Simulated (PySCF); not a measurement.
All of these have the formula C5H7N3. Theory: TDDFT CAM-B3LYP/def2-SVPD, vertical, gas phase, core orbitals frozen in the response in PySCF. Geometries: GFN2-xTB; one conformer of each isolated species. Triplets are in the Tamm–Dancoff approximation. 'Strongest' means the level of largest summed f among the lowest 8 singlets; it needn't be the same kind of state in each.

Question: Rank by computed lowest singlet excitation energy, lowest first.
A. `C=Cc1cnn(C)n1`
B. `C=Nc1ccn(C)n1`
C. `c1cnn(C2CC2)n1`
D. `C=CCn1nccn1`
E. `C=Cc1nncn1C`
F. `n1cc(n(n1)C)C=C`

Answer: B (4.48 eV), E (5.01 eV), F (5.22 eV), A (5.44 eV), C (6.31 eV), D (6.48 eV).

```
        SMILES  S1 (eV)  first f ≥ 0.01 (nm)  strongest (eV)  gap (eV)  f (S1)    S1 mainly
 C=Nc1ccn(C)n1     4.48                  277            5.57      8.07   0.043  H-2→L (49%)
   C=Cc1nncn1C     5.01                  234            5.30      7.96   0.002  H-1→L (94%)
   C=Cc1cnnn1C     5.22                  238            5.22      7.85   0.367    H→L (97%)
 C=Cc1cnn(C)n1     5.44                  228            5.44      8.21   0.367    H→L (96%)
c1cnn(C2CC2)n1     6.31                  197            6.31      9.50   0.284    H→L (94%)
   C=CCn1nccn1     6.48                  189            6.57      9.74   0.003  H-3→L (66%)
```

H and L stand for HOMO and LUMO.

- `C=Nc1ccn(C)n1`: Löwdin shares by element: HOMO nitrogen 37% or more, carbon 29% or more (atoms not listed hold the other 34%); LUMO carbon 38% or more, nitrogen 36% or more (atoms not listed hold the other 27%).
- `C=Cc1nncn1C`: Löwdin shares by element: HOMO carbon 48% or more, nitrogen 15% or more (atoms not listed hold the other 37%); LUMO carbon 59% or more, nitrogen 10% or more (atoms not listed hold the other 31%).
- `C=Cc1cnnn1C`: Löwdin shares by element: HOMO carbon 53% or more, nitrogen 18% or more (atoms not listed hold the other 29%); LUMO carbon 57% or more, nitrogen 9% or more (atoms not listed hold the other 34%).
- `C=Cc1cnn(C)n1`: Löwdin shares by element: HOMO carbon 55% or more, nitrogen 14% or more (atoms not listed hold the other 32%); LUMO carbon 39% or more, nitrogen 30% or more (atoms not listed hold the other 31%).
- `c1cnn(C2CC2)n1`: Löwdin shares by element: HOMO carbon 48% or more, nitrogen 20% or more (atoms not listed hold the other 31%); LUMO nitrogen 67%, carbon 11% or more (atoms not listed hold the other 22%).
- `C=CCn1nccn1`: Löwdin shares by element: HOMO carbon 51% or more, nitrogen 24% or more (atoms not listed hold the other 24%); LUMO nitrogen 28% or more, carbon 27% or more (atoms not listed hold the other 45%).
